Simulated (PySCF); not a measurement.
## `C=C[P@@](=O)(C#CC)CC`, C7H11OP

Cartesian coordinates in Å; atom numbers follow the order of the lines, from 1:
```xyz
20

C    -1.091    2.693   -0.351
C    -0.666    1.635    0.316
P    -0.207    0.142   -0.606
O    -0.279    0.280   -2.064
C     1.404   -0.238    0.027
C     2.531   -0.492    0.366
C     3.871   -0.809    0.799
C    -1.257   -1.211    0.074
C    -2.688   -0.998   -0.395
H    -1.159    2.650   -1.427
H    -1.379    3.617    0.125
H    -0.569    1.614    1.392
H     3.891   -1.799    1.252
H     4.545   -0.797   -0.058
H     4.212   -0.075    1.529
H    -1.185   -1.234    1.162
H    -0.856   -2.148   -0.321
H    -3.091   -0.073    0.017
H    -2.706   -0.920   -1.481
H    -3.327   -1.825   -0.093
```

Method: GIAO B97-D/ANO-RCC-VDZP magnetisability, rotational g tensor and spin-rotation constants, non-relativistic, gas phase in PySCF 2.14.0. Geometry: GFN2-xTB.

(1) Give the nuclear spin-rotation constants along the inertial axes (H = +C I·J) beside the isotropic shieldings.

Answers

(1) Rotational constants 1.9716, 0.8384, 0.7079 GHz. A star marks the isotopologue with that one atom substituted, in its own axes.
```
atom  isotope  Caa (kHz)  Cbb (kHz)  Ccc (kHz)  mean (kHz)  σ (ppm)
  P3      31P      3.197      1.347      0.779       1.775    381.8
 H10       1H     -0.178     -0.080      0.059      -0.066     25.3
 H11       1H     -0.173      0.018     -0.028      -0.061     25.3
 H12       1H     -0.198     -0.087      0.066      -0.073     25.5
 H13       1H     -0.196      0.001     -0.064      -0.086     29.7
 H14       1H     -0.171     -0.086      0.001      -0.085     29.6
 H15       1H     -0.194     -0.032     -0.038      -0.088     29.7
 H16       1H     -0.224     -0.087      0.017      -0.098     30.3
 H17       1H     -0.192      0.001     -0.063      -0.085     29.9
 H18       1H     -0.148     -0.035     -0.061      -0.081     31.1
 H19       1H     -0.179     -0.091      0.007      -0.087     30.4
 H20       1H     -0.188     -0.005     -0.069      -0.087     30.9
  C1     13C*      0.374      0.260      0.308       0.314     56.4
  C2     13C*      0.429      0.254      0.309       0.330     53.2
  O4     17O*     -0.145     -0.070     -0.130      -0.115    260.7
  C5     13C*      0.069      0.280      0.227       0.192    112.2
  C6     13C*      0.151      0.290      0.247       0.230     92.6
  C7     13C*      0.228      0.102      0.087       0.139    182.3
  C8     13C*      0.348      0.139      0.117       0.201    151.5
  C9     13C*      0.251      0.108      0.092       0.150    177.7
```
For the geometry as given, no vibrational averaging.
